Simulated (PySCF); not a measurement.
## Static response to an electric field

Species: C5H12GeSi.
Structure used (PBE0-D3(BJ)/def2-SVP), in Å, numbered top down from 1:
```xyz
19
C5H12GeSi angstrom
C     -1.444   -2.163   -0.089
C     -1.762   -0.773   -0.631
Si    -1.022    0.639    0.371
C     -1.415    2.312   -0.381
C      0.810    0.412    0.427
C      2.022    0.234    0.440
Ge     3.902   -0.036    0.471
H     -1.882   -2.956   -0.716
H     -0.357   -2.336   -0.047
H     -1.835   -2.298    0.932
H     -1.396   -0.667   -1.668
H     -2.854   -0.610   -0.678
H     -1.520    0.575    1.781
H     -2.500    2.498   -0.378
H     -0.927    3.120    0.186
H     -1.057    2.360   -1.421
H      4.537    0.723   -0.704
H      4.461    0.492    1.801
H      4.191   -1.540    0.340
```

Level: CAM-B3LYP/def2-SVPD (PySCF), static field, nuclei fixed, core orbitals frozen in the response. The polarisability tensor in these axes (au):

```
x   149.90  -4.53   4.97
y    -4.53 111.78  -0.68
z     4.97  -0.68  96.67
```

Diagonalise the tensor; give its mean and Δα, where Δα² is half the sum of the squared differences of the eigenvalues.

Principal values 96.20, 111.25 and 150.89 au; mean 119.45 au = 17.70 Å³ = 19.69 × 10⁻⁴⁰ C²·m²/J; Δα = 48.93 au (41 % of the mean).

What is the dipole moment, and where does it point?

(-0.28, 0.06, -0.65) D, 0.71 D in size, pointing from the negative to the positive side. Measured along this direction, the outermost atoms are H18 at the negative end and H11 and H16 at the positive end.

Rayleigh depolarisation ratio (linearly polarised light, static tensor)?

ρ = 3Δα²/(45ᾱ² + 4Δα²) = 7183.6/(642039 + 9578.1) = 0.011.

Estimate the molar refractivity from the static electronic polarisability.

Lorentz–Lorenz: R = (4π/3)N_A α = 2.5225 cm³/(mol·Å³) × 17.70 Å³ = 44.6 cm³/mol, in the limit of long wavelengths.

How large is μ²/3kT at 273 K beside α?

In Gaussian units μ²/3kT = 4.42 Å³ against 17.70 Å³, a ratio of 0.25; the Debye molar polarisation (4π/3)N_A(α + μ²/3kT) is 55.8 cm³/mol, leaving out the vibrational part.

The structure is a single PBE0-D3(BJ)/def2-SVP conformer in the gas phase; no vibrational or solvent corrections. The calculation is non-relativistic, for germanium too.
